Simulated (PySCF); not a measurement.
## Relaxation of singlet Al3N

These are results of PySCF, PBE0, basis N def2-TZVP, Al def2-TZVP (no relativity, density fitting), not measurements. A (50,194) grid was used.

A hand-made trigonal pyramidal start, of C3v symmetry, held to at least that symmetry:

```xyz
4
charge 0 multiplicity 1, angstrom
N     0.0000    0.0000   -0.7885
Al    1.7394    0.0000    0.1364
Al   -0.8697    1.5064    0.1364
Al   -0.8697   -1.5064    0.1364
```

Optimiser trace:
| step | E − E(last) (kJ/mol) | largest gradient (Eh/bohr) |
| --- | --- | --- |
| 0 | 105.87 | 0.06858 |
| 1 | 49.63 | 0.03904 |
| 2 | 17.96 | 0.01441 |
| 3 | 5.35 | 0.00801 |
| 4 | 1.09 | 0.00652 |
| 5 | 0.46 | 0.00306 |
| 6 | 0.05 | 0.00079 |
| 7 | 0.00 | 0.00012 |
| 8 | 0.00 | 0.00001 |

It ends at D3h with N–Al 1.827 Å (×3); Al–N–Al 120.0° (×3). A frequency run shows a minimum. Other isomers or separated fragments may lie lower.

Final geometry:
```xyz
4
charge 0 multiplicity 1, angstrom
N     0.0000    0.0000    0.0000
Al    1.8272    0.0000    0.0000
Al   -0.9136    1.5825    0.0000
Al   -0.9136   -1.5824    0.0000
```
